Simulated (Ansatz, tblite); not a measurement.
Forces on Al8Sb7I3 at its PBE-D4/def2-SVP geometry. The state is a singlet with charge 0.

In the def2 sets I, Sb take a core potential; there is no spin–orbit coupling. The xTB rows come from tblite. Single mean-field runs in def2-TZVP are fitted with def2-universal-jkfit.

GFN2-xTB (tblite), largest force 1.20 eV/Å:

```xyz
18
positions Å, forces eV/Å
Sb    0.514    1.475    2.214   -0.245    0.214    0.405
Sb    2.647   -2.169    1.528    0.402   -0.303    0.026
Sb   -0.650    3.822   -1.462   -0.369    0.202   -0.153
Sb    2.601    1.153   -2.093    0.328   -0.094   -0.136
Sb   -1.927   -2.401    1.200   -0.384   -0.102    0.068
Sb    0.259   -2.786   -2.814    0.235   -0.105   -0.379
Sb   -2.088    1.275   -1.749    0.255   -0.035   -0.021
Al   -0.916   -0.075    0.352    0.533   -0.362   -0.184
Al   -1.406    2.616    0.694    0.460   -0.180   -0.011
Al    0.329   -1.386    2.581    0.107    0.157   -1.103
Al    1.894   -0.020    0.155   -0.634   -0.317   -0.102
Al    0.285   -0.175   -2.129   -0.193   -0.234    0.870
Al    0.583   -2.505   -0.159   -0.338    1.146    0.045
Al    1.521    2.766   -0.219   -0.606   -0.628   -0.315
Al   -1.956   -2.326   -1.509    0.814    0.469    0.512
I    -0.343   -1.691    4.989   -0.084   -0.043    0.523
I     2.943    4.569    0.836    0.269    0.302    0.176
I    -4.292   -2.140   -2.413   -0.550   -0.087   -0.220
```

PBE-D4/def2-TZVP (Ansatz), largest force 0.13 eV/Å:

```
Sb -0.023 -0.021 -0.060
Sb -0.061 0.023 -0.013
Sb -0.030 -0.100 0.059
Sb -0.062 -0.010 0.047
Sb 0.052 0.007 -0.030
Sb -0.025 0.018 0.049
Sb 0.097 0.035 0.073
Al 0.058 -0.028 -0.030
Al 0.056 -0.010 -0.079
Al 0.013 0.006 -0.068
Al -0.065 0.006 -0.011
Al -0.005 -0.013 0.054
Al -0.035 0.082 0.003
Al -0.024 -0.025 -0.018
Al 0.058 0.030 0.029
I -0.004 0.003 -0.010
I -0.013 -0.015 -0.001
I 0.013 0.011 0.005
```

PBE0-D4/def2-TZVP (Ansatz), largest force 0.53 eV/Å:

```
Sb -0.197 -0.042 -0.267
Sb -0.397 0.171 -0.135
Sb -0.171 -0.379 0.332
Sb -0.289 -0.080 0.303
Sb 0.251 0.167 -0.215
Sb -0.189 0.197 0.342
Sb 0.324 0.149 0.224
Al 0.051 -0.034 -0.020
Al 0.289 -0.027 -0.299
Al 0.056 -0.057 0.036
Al -0.002 -0.044 -0.062
Al 0.081 0.001 0.082
Al 0.019 0.102 -0.005
Al 0.054 0.031 -0.089
Al -0.020 -0.038 -0.039
I 0.042 0.036 -0.209
I -0.121 -0.146 -0.073
I 0.217 -0.010 0.092
```
